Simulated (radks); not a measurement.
Values are calculated unless marked as measured or tabulated.
Radial electron density D(r) = 4 pi r^2 rho(r) of an atom or ion with 24 electrons. Code: a radial shooting solver on a logarithmic mesh with Libxc functionals. Model: scalar-relativistic Kohn-Sham, SCAN, spin-polarised, spherical densities, finite nucleus; meta-GGA in the generalised Kohn-Sham scheme; Fermi nuclear charge, rms radius of each element as measured or else 0.836 A^(1/3) + 0.57 fm.

| r (bohr) | D(r) (e/bohr) | spin D(r) |
|---|---|---|
| 0.006908 | 5.955 | -0.000426 |
| 0.007914 | 7.365 | -0.000526 |
| 0.008995 | 8.930 | -0.000638 |
| 0.01022 | 10.74 | -0.000766 |
| 0.01171 | 12.95 | -0.000922 |
| 0.01331 | 15.27 | -0.00109 |
| 0.01525 | 17.97 | -0.00128 |
| 0.01733 | 20.66 | -0.00147 |
| 0.0197 | 23.40 | -0.00166 |
| 0.02257 | 26.23 | -0.00187 |
| 0.02565 | 28.64 | -0.00206 |
| 0.02939 | 30.74 | -0.00223 |
| 0.0334 | 32.09 | -0.00237 |
| 0.03796 | 32.69 | -0.00248 |
| 0.04349 | 32.43 | -0.00254 |
| 0.04943 | 31.39 | -0.00250 |
| 0.05664 | 29.68 | -0.00222 |
| 0.06437 | 27.88 | -0.00144 |
| 0.07375 | 26.29 | 0.000585 |
| 0.08382 | 25.61 | 0.00482 |
| 0.09526 | 26.08 | 0.0135 |
| 0.1091 | 27.94 | 0.0316 |
| 0.124 | 30.68 | 0.0626 |
| 0.1421 | 33.86 | 0.121 |
| 0.1615 | 36.11 | 0.210 |
| 0.1836 | 36.70 | 0.348 |
| 0.2103 | 34.90 | 0.565 |
| 0.239 | 30.98 | 0.849 |
| 0.2739 | 25.38 | 1.25 |
| 0.3113 | 20.11 | 1.73 |
| 0.3566 | 16.02 | 2.33 |
| 0.4053 | 14.39 | 2.93 |
| 0.4606 | 14.83 | 3.51 |
| 0.5278 | 16.56 | 4.00 |
| 0.5998 | 18.07 | 4.28 |
| 0.6872 | 18.35 | 4.29 |
| 0.781 | 16.96 | 4.04 |
| 0.8877 | 14.25 | 3.56 |
| 1.017 | 10.68 | 2.90 |
| 1.156 | 7.423 | 2.23 |
| 1.324 | 4.600 | 1.57 |
| 1.505 | 2.704 | 1.05 |
| 1.711 | 1.471 | 0.640 |
| 1.96 | 0.7092 | 0.339 |
| 2.228 | 0.3279 | 0.165 |
| 2.552 | 0.1297 | 0.0660 |
| 2.9 | 0.04775 | 0.0236 |
| 3.323 | 0.01399 | 0.00642 |
| 3.777 | 0.003658 | 0.00150 |
| 4.293 | 0.0007740 | 0.000268 |
| 4.918 | 0.0001139 | 0.0000302 |

What is the nuclear charge?

Answer. Z = 27. The innermost maximum, from 1s, lies near gamma/Z bohr with gamma = sqrt(1 - (Z/c)^2) = 0.980, here 0.0363 bohr (found: 0.0392), and its height grows with Z. The density is that of the cobalt ion Co3+ in [Ar] 3d6; the configuration itself is not fixed sharply by these data, and Z only to about a unit. D(r) has 3 maxima, at r = 0.0392, 0.179, 0.655 bohr, and minima at 0.0852, 0.418 bohr, inside which lie 2.11, 10.72 electrons.
